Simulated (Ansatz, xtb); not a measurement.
Two isomers of C3H9F3Si2

Structure X is `C[Si](C)([SiH3])C(F)(F)F`, a singlet and structure Y is `FC(F)(F)C[SiH2]C[SiH3]`, a singlet. Both are isolated molecules in the gas phase, relaxed with B3LYP/def2-SVP, each in the lowest conformer that the search found.

X (Å):

| atom | x (Å) | y (Å) | z (Å) |
| --- | --- | --- | --- |
| C | 0.7382 | -0.1753 | 1.6137 |
| C | 0.8091 | -2.4569 | -0.5310 |
| C | -1.7221 | -1.9340 | 1.1163 |
| F | -1.3253 | -2.8154 | 2.0664 |
| F | -2.4875 | -2.6248 | 0.2389 |
| F | -2.5362 | -1.0418 | 1.7278 |
| Si | -0.2062 | -1.0737 | 0.2511 |
| Si | -1.0910 | 0.4100 | -1.3569 |
| H | 1.6258 | 0.3373 | 1.2093 |
| H | 1.0756 | -0.8909 | 2.3814 |
| H | 0.1025 | 0.5779 | 2.1052 |
| H | 1.6993 | -2.0555 | -1.0416 |
| H | 0.2134 | -3.0152 | -1.2703 |
| H | 1.1478 | -3.1670 | 0.2411 |
| H | -1.8876 | -0.3304 | -2.3792 |
| H | -1.9628 | 1.4342 | -0.7098 |
| H | 0.0313 | 1.1138 | -2.0505 |

Y (Å):

```yaml
atoms:
  - { symbol: C, position_ang: [-1.1506, -0.3526, -0.7665] }
  - { symbol: C, position_ang: [0.2392, 0.1050, -1.1272] }
  - { symbol: C, position_ang: [1.4200, -0.4285, 1.7483] }
  - { symbol: F, position_ang: [-1.2611, -1.6969, -0.7982] }
  - { symbol: F, position_ang: [-2.0832, 0.1379, -1.6022] }
  - { symbol: F, position_ang: [-1.4977, 0.0389, 0.4800] }
  - { symbol: Si, position_ang: [1.6719, -0.6485, -0.1074] }
  - { symbol: Si, position_ang: [1.4256, 1.3366, 2.4304] }
  - { symbol: H, position_ang: [0.4078, -0.1410, -2.1880] }
  - { symbol: H, position_ang: [0.2612, 1.2031, -1.0453] }
  - { symbol: H, position_ang: [2.9086, 0.0532, -0.5628] }
  - { symbol: H, position_ang: [1.7992, -2.0937, -0.4519] }
  - { symbol: H, position_ang: [2.2164, -0.9927, 2.2664] }
  - { symbol: H, position_ang: [0.4644, -0.9063, 2.0247] }
  - { symbol: H, position_ang: [1.0961, 1.3347, 3.8861] }
  - { symbol: H, position_ang: [2.7746, 1.9512, 2.2490] }
  - { symbol: H, position_ang: [0.4273, 2.1891, 1.7206] }
```

Quicker runs give these differences E(Y) − E(X): GFN2-xTB −66.6 kJ/mol; HF/STO-3G +34.2 kJ/mol (at GFN2-xTB geometries); r2SCAN-D4/def2-SVP −11.4 kJ/mol (at GFN2-xTB geometries).

**Question.** Estimate which is lower in electronic energy at CCSD(T)/def2-SVP + ΔMP2/def2-TZVPP, and by roughly how much.

**Answer.** The CCSD(T)/def2-SVP + ΔMP2/def2-TZVPP calculation puts structure Y lower, by 9.4 kJ/mol.

Level by level:

```csv
level,geometry,E(Y) − E(X) (kJ/mol),departure from the last row (kJ/mol),"job, with rough time for the two"
GFN2-xTB,GFN2-xTB,−66.6,−57.2,"optimisation, 0.25 s"
HF/STO-3G,GFN2-xTB,+34.2,+43.6,"single point, 0.6 s"
r2SCAN-D4/def2-SVP,GFN2-xTB,−11.4,−2.0,"single point, 4.4 s"
B3LYP/def2-SVP,B3LYP/def2-SVP,−8.8,+0.6,"optimisation, 68 s"
HF/def2-SVP,B3LYP/def2-SVP,−31.3,−21.9,part of the CCSD(T) run
MP2/def2-SVP,B3LYP/def2-SVP,−26.0,−16.6,part of the CCSD(T) run
CCSD(T)/def2-SVP,B3LYP/def2-SVP,−21.8,−12.4,single point
CCSD(T)/def2-SVP + ΔMP2/def2-TZVPP,B3LYP/def2-SVP,−9.4,,"single point, 1.7 min"
```

As drawn, Y has 1 C–C, 2 Si–H in place of 1 Si–Si, 2 C–H.

HF/STO-3G puts the two in the other order. The largest departure from CCSD(T)/def2-SVP + ΔMP2/def2-TZVPP is that of GFN2-xTB, 57.2 kJ/mol. The last row adds to CCSD(T) the change of the MP2 difference between the two basis sets, here +12.4 kJ/mol.

With thermal terms from frequencies at re-optimised GFN2-xTB minima (ideal gas, soft modes damped towards free rotors, one conformer each, 298.15 K, 1 atm): the zero-point term adds −5.9 kJ/mol; ΔH is −20.3 and ΔG −8.3 kJ/mol.

The correlated steps freeze 16 core orbitals. Run with Ansatz 0.2.0, xtb 6.7.1; the last row on 2 threads of Intel(R) Xeon(R) 6975P-C (Granite Rapids) on a shared host.
